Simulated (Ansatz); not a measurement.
```xyz
2

Cr    0.0000    0.0000    0.0000
Mn    0.0000    0.0000    5.5000
```

Basis set: pcseg-2 (spherical functions). Some runs use density fitting. Charge 0, multiplicity 2.

Computed with Ansatz (development build ahead of 0.2.0); each method stands on the lowest determinant of its kind that the runs found.

(1) Give the atomization energy at this shape (free ground-state atoms in the same class of orbitals less the molecule, no zero-point energy) of doublet CrMn by PBE0 (unrestricted), PBE (unrestricted).

Answers

(1)

```json
{"method": "PBE0 (unrestricted)", "atomization energy": "0.01 eV"}
{"method": "PBE (unrestricted)", "atomization energy": "0.03 eV"}
```

Caution: charge can spread falsely over distant fragments; other spin multiplicities were not run; the shape is not the minimum; the unrestricted determinant is a mixture of spin states.
